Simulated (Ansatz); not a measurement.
Species: CH$_{3}$BN$_{2}$, SMILES `BNC#N` (charge 0, multiplicity 1).

### Question
Give a relaxed geometry from r2SCAN-D4/def2-TZVP in Ansatz (a program for electronic structure).

### Answer
the end point of this relaxation (outside a Z-matrix the atoms follow the SMILES, hydrogens last).
Cartesian coordinates (Å) in one orientation:
```xyz
7

B     -1.070    -0.208     0.033
N      0.190     0.420     0.175
C      1.363    -0.103    -0.216
N      2.375    -0.554    -0.552
H     -1.110    -1.284    -0.469
H     -2.018     0.391     0.432
H      0.270     1.337     0.597
```
